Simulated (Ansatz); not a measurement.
Start from `C[Si](C)(C)[O][Cu]` and change one atom or group to get `C[Si](C)(C)OBF`.

Ansatz, PBE0-D4/def2-TZVP geometries, multiplicity 1. Each molecule was computed in one conformer, which needn't be the lowest.

Scalar relativity is left out up to krypton.

| property | `C[Si](C)(C)[O][Cu]` |
| --- | --- |
| HOMO–LUMO gap (ωB97M-V/def2-TZVPP) / eV | 7.98 |
| LUMO energy (B3LYP/def2-TZVPP) / eV | -3.19 |
| HOMO–LUMO gap (PBE0/def2-TZVPP) / eV | 4.06 |
| HOMO–LUMO gap (PBE/def2-TZVPP) / eV | 1.65 |
| HOMO energy (PBE0/def2-TZVPP) / eV | -6.81 |
| HOMO energy (ωB97M-V/def2-TZVPP) / eV | -9.16 |

(1) What does the change do to each property? (An estimate is asked.)

Results:

(1) Computed: 
```csv
property,`C[Si](C)(C)OBF`,shift
HOMO–LUMO gap (ωB97M-V/def2-TZVPP) / eV,12.85,4.87
LUMO energy (B3LYP/def2-TZVPP) / eV,0.12,3.31
HOMO–LUMO gap (PBE0/def2-TZVPP) / eV,8.94,4.88
HOMO–LUMO gap (PBE/def2-TZVPP) / eV,6.55,4.90
HOMO energy (PBE0/def2-TZVPP) / eV,-8.53,-1.72
HOMO energy (ωB97M-V/def2-TZVPP) / eV,-10.80,-1.64
```

With PBE0 the HOMO falls by 1.72 eV and the LUMO rises by 3.17 eV, so the gap widens by about 4.89 eV. PBE moves the HOMO by -1.76 eV and ωB97M-V by -1.64 eV.

B3LYP here is the variant with VWN-RPA as its local correlation; programs differ in this.
